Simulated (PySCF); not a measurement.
CH3O, doublet, geometry from GFN2-xTB. Base run: PBE0/6-31G* (PySCF).

The PySCF input:
```python
from pyscf import gto, scf, dft

mol = gto.Mole()
mol.atom = '''
    C     0.007376   -0.542581   -0.035516
    O    -0.023996    0.767211    0.026174
    H     1.056498   -0.912751    0.044622
    H    -0.435222   -0.988122    0.886279
    H    -0.473558   -0.981330   -0.927194
'''
mol.basis = '6-31g*'
mol.charge = 0
mol.spin = 1
mol.verbose = 4
mol.build()

mf = dft.UKS(mol)
mf.xc = 'pbe0'
mf.kernel()
mf.analyze()
```

The base run was repeated with changes; each row names its change, and settings that it needs were set with it.

```json
[
 {"change": "base", "ΔE vs base (mEh)": "0.000", "fitting functions": "-", "dipole (D)": "1.98"},
 {"change": "auxbasis = def2-universal-jkfit", "ΔE vs base (mEh)": "-0.031", "fitting functions": "206", "dipole (D)": "1.98"},
 {"change": "auxbasis = autoaux", "ΔE vs base (mEh)": "-0.324", "fitting functions": "248", "dipole (D)": "1.98"},
 {"change": "auxbasis = even-tempered beta=1.6", "ΔE vs base (mEh)": "-0.037", "fitting functions": "397", "dipole (D)": "1.98"},
 {"change": "auxbasis = def2-universal-jfit", "ΔE vs base (mEh)": "0.144", "fitting functions": "131", "dipole (D)": "1.98"},
 {"change": "auxbasis = cc-pvqz-jkfit", "ΔE vs base (mEh)": "-0.013", "fitting functions": "365", "dipole (D)": "1.98"},
 {"change": "auxbasis = def2-svp-ri", "ΔE vs base (mEh)": "-6.407", "fitting functions": "138", "dipole (D)": "1.98"},
 {"change": "auxbasis = cc-pvtz-jkfit", "ΔE vs base (mEh)": "-0.027", "fitting functions": "248", "dipole (D)": "1.98"},
 {"change": "exchange = seminumerical (SGX) (with mf = sgx.sgx_fit(mf, auxbasis='def2-universal-jfit'); with mf.with_df.dfj = True)", "ΔE vs base (mEh)": "-0.126", "fitting functions": "131", "dipole (D)": "1.98"},
 {"change": "auxbasis = even-tempered beta=2.0", "ΔE vs base (mEh)": "-0.123", "fitting functions": "266", "dipole (D)": "1.98"}
]
```

A fitting set is made for a task (jfit for Coulomb, jkfit for Coulomb and exchange, ri for correlation) and for a family of orbital bases.

Open shells are given as the SCF converged; they aren't shown to be the lowest states, and a large step between rows can be another state.
